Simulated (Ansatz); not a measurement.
`C[CH2][GeH3]` + H–F → `[F][GeH3]` + ethane at 600 K and 1 bar (ligand exchange at a Ge–C bond).

Calculated with Ansatz (gas phase, PBE0-D4/def2-TZVP geometries, no zero-point term in ΔE). CCSD(T)/CBS adds triple-zeta CCSD(T) − MP2 to the extrapolated MP2 energy (def2 sets, frozen cores). This one scheme is used for every species. For Ge outer-core shells are correlated without core-valence functions, which leaves a few kJ/mol of doubt a bond. Scalar relativity is left out up to krypton.

```
       species  CCSD(T)/CBS energy (Eh)  H − E (kJ/mol)  S (J/(mol·K))
`C[CH2][GeH3]`              -2157.02491           285.2          392.4
           H–F               -100.39570            42.3          194.0
   `[F][GeH3]`              -2177.72589            97.6          296.3
          `CC`                -79.71954           228.8          274.9
```

H − E and S are ideal-gas, rigid-rotor, harmonic terms from PBE0-D4/def2-TZVP. 1 Eh = 2625.50 kJ/mol, R = 8.31446 J/(mol·K).

**Question.** By hand: ΔE, ΔH, ΔS and ΔG.

**Answer.** ΔE = (-2177.72589) + (-79.71954) − (-2157.02491) − (-100.39570) = -0.02482 Eh = -65.2 kJ/mol. Δ(H − E) = 97.6 + 228.8 − 285.2 − 42.3 = -1.1, so ΔH = -66.3 kJ/mol. ΔS = 296.3 + 274.9 − 392.4 − 194.0 = -15.2 J/(mol·K). ΔG = -66.3 − 600 × (-15.2)/1000 = -57.2 kJ/mol.

**Question.** By hand: the equilibrium constant, and the temperature at which ΔG would vanish if ΔH and ΔS stayed fixed.

**Answer.** log₁₀ K = −ΔG/(RT ln 10) = 5.0. ΔG = 0 at ΔH/ΔS = 4362 K, far beyond where these terms or the molecules hold.

ΔH outweighs TΔS. A doubt of 5 kJ/mol in ΔE shifts log₁₀ K by 0.4 here. These are equilibria of isolated gas molecules and say nothing of rates. Largest T1 diagnostic: 0.012 (customary marks: 0.02 for closed shells, 0.045 for open ones).
